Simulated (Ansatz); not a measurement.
`FB(Cl)O[SiH3]` → B• + Cl• + F• + 3 H• + O• + Si•  (atomization)

Computed with Ansatz on PBE0-D4/def2-TZVP structures; ΔE is electronic, products minus reactants. CBS: def2 TZ/QZ extrapolation, frozen cores. Functionals use def2-TZVPP. B3LYP here is the variant with VWN-RPA as its local correlation; programs differ in this. HSE06 is defined as in plane-wave codes. No spin–orbit coupling; open shells (•) take unrestricted orbitals. Spin–orbit coupling would lower the free atoms: a little for B, Cl, F, O, Si. One conformer a species, not always the lowest.

`FB(Cl)O[SiH3]`:

```xyz
8

F    -1.719    0.266   -1.238
B    -0.469    0.708   -1.255
Cl    0.001    1.778   -2.563
O     0.410    0.359   -0.315
Si    0.428   -0.582    1.053
H     1.429   -1.652    0.840
H     0.831    0.288    2.180
H    -0.912   -1.165    1.298
```

| level | ΔE (kJ/mol) | difference from CCSD(T)/CBS |
| --- | --- | --- |
| PBE-D4 | 3129.1 | 28.2 |
| revPBE-D4 | 3045.0 | -55.9 |
| r2SCAN-D4 | 3117.7 | 16.8 |
| B97M-V | 3120.0 | 19.1 |
| PBE0-D4 | 3076.2 | -24.7 |
| B3LYP-D4 | 3083.9 | -17.0 |
| r2SCANh-D4 | 3094.2 | -6.7 |
| BHLYP-D4 | 3006.1 | -94.8 |
| CAM-B3LYP-D4 | 3113.8 | 12.9 |
| ωB97M-V | 3113.1 | 12.2 |
| PBE | 3112.5 | 11.6 |
| BLYP | 3042.9 | -58.0 |
| r2SCAN | 3113.6 | 12.7 |
| B3LYP | 3057.0 | -43.9 |
| r2SCANh | 3089.9 | -11.0 |
| HSE06 | 3065.3 | -35.6 |
| BHLYP | 2985.3 | -115.6 |
| LC-ωPBE | 3081.9 | -19.0 |
| HF/def2-SVP | 2365.5 | -735.4 |
| CCSD/def2-SVP | 2897.8 | -203.1 |
| CCSD(T)/def2-SVP | 2925.6 | -175.3 |
| HF/def2-TZVPP | 2364.1 | -736.8 |
| MP2/def2-TZVPP | 3113.4 | 12.5 |
| SCS-MP2/def2-TZVPP | 3074.0 | -26.9 |
| CCSD/def2-TZVPP | 2973.9 | -127.0 |
| CCSD(T)/def2-TZVPP | 3017.7 | -83.2 |
| MP2/def2-QZVPP | 3162.0 | 61.1 |
| CCSD(T)/def2-QZVPP | 3067.7 | -33.2 |
| MP2/CBS(def2) | 3194.1 | 93.2 |
| CCSD/CBS(def2) | 3051.4 | -49.5 |
| HF/cc-pV(D+d)Z | 2281.8 | -819.1 |
| CCSD/cc-pV(D+d)Z | 2804.3 | -296.6 |
| CCSD(T)/cc-pV(D+d)Z | 2834.0 | -266.9 |
| HF/cc-pV(T+d)Z | 2364.3 | -736.6 |
| CCSD/cc-pV(T+d)Z | 2971.6 | -129.3 |
| MP2/cc-pV(Q+d)Z | 3163.9 | 63.0 |
| CCSD(T)/cc-pV(Q+d)Z | 3069.8 | -31.1 |
| MP2/CBS(cc) | 3198.5 | 97.6 |
| CCSD/CBS(cc) | 3055.6 | -45.3 |
| CCSD(T)/CBS(cc) | 3105.0 | 4.1 |
| CCSD(T)/CBS | 3100.9 | 0 |

Largest T1 diagnostic among the species: 0.014.

From BLYP to BHLYP (50 % exact exchange), in def2-TZVPP and without D4, ΔE moves by −57.6 kJ/mol: exact exchange takes away binding that semilocal exchange gives to molecules. In def2-TZVPP, CCSD(T) changes the Hartree–Fock value by +653.6 kJ/mol (the triples alone add +43.8 kJ/mol) and MP2 by +749.3 kJ/mol; breaking electron pairs costs correlation energy, which Hartree–Fock lacks.

CCSD(T)/CBS has its own doubt, a few kJ/mol and more with outer-core shells, so smaller differences from it don't rank the levels.
